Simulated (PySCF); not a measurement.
(E)-2-chloro-1-fluoroprop-1-ene (C₃H₄ClF), SMILES C/C(Cl)=C\F.

Geometry optimised at PBE0-D3(BJ)/def2-SVP.

Two levels are set side by side: TDDFT-PBE/def2-SVPD (PySCF) and TDDFT-ωB97X/def2-SVPD (PySCF). Vertical, same geometry. The lowest singlet is HOMO→LUMO+1 99 % with PBE and HOMO→LUMO+1 54 %, HOMO→LUMO+2 30 % with the other functional; states are paired by order. Differences are taken from unrounded values.

```json
[
 {"quantity": "lowest singlet excitation (eV)", "TDDFT-ωB97X": "6.41", "TDDFT-PBE": "5.58", "TDDFT-PBE minus TDDFT-ωB97X": "-0.83"},
 {"quantity": "lowest triplet excitation (TDA) (eV)", "TDDFT-ωB97X": "4.16", "TDDFT-PBE": "4.09", "TDDFT-PBE minus TDDFT-ωB97X": "-0.07"},
 {"quantity": "first bright state (f over 0.05) (eV)", "TDDFT-ωB97X": "6.91", "TDDFT-PBE": "6.25", "TDDFT-PBE minus TDDFT-ωB97X": "-0.66"},
 {"quantity": "its oscillator strength", "TDDFT-ωB97X": "0.32", "TDDFT-PBE": "0.21", "TDDFT-PBE minus TDDFT-ωB97X": "-0.11"}
]
```

Functionals without exact exchange tend to place singlet excitations lower, as here. Differences between two approximate levels are no errors against the true value.

Rough cost on one machine, each run with all the roots and properties that it gave: TDDFT-ωB97X against TDDFT-PBE about 7 times.
